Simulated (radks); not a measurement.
Initial-state core-level shifts of the molybdenum ion Mo2+ when its valence configuration changes from [Kr] 4d4. Calculated with a radial shooting solver on a logarithmic mesh with Libxc functionals: Dirac Kohn-Sham, BLYP, spin-unpolarised, spherical densities, finite nucleus; open shells are shared between the two j in proportion to 2j + 1; Fermi nuclear charge, rms radius 4.4091 fm. Shifts are changes of the shell-averaged eigenvalues in eV (positive: less bound); the change of the density at the nucleus, which sets a Mossbauer isomer shift, is in e/bohr^3, on a base of 9.089e+04.

| valence | 3p | 3d | 4s | 4p | density at nucleus |
|---|---|---|---|---|---|
| 4d3.5 5s0.5 | -2.110 | -2.123 | -1.897 | -1.795 | +10.438 |
| 4d3 5s1 | -4.333 | -4.360 | -3.867 | -3.655 | +21.886 |
| 4d3 5p1 | -5.497 | -5.523 | -5.004 | -4.776 | +2.962 |
| 4d2.5 5s0.5 5p1 | -7.825 | -7.868 | -7.028 | -6.681 | +14.880 |
| 4d3.5 5p0.5 | -2.695 | -2.707 | -2.472 | -2.363 | +1.380 |
| 4d2 5s2 | -9.091 | -9.152 | -7.987 | -7.534 | +48.043 |
| 4d2 5s1 5p1 | -10.250 | -10.311 | -9.104 | -8.631 | +27.882 |
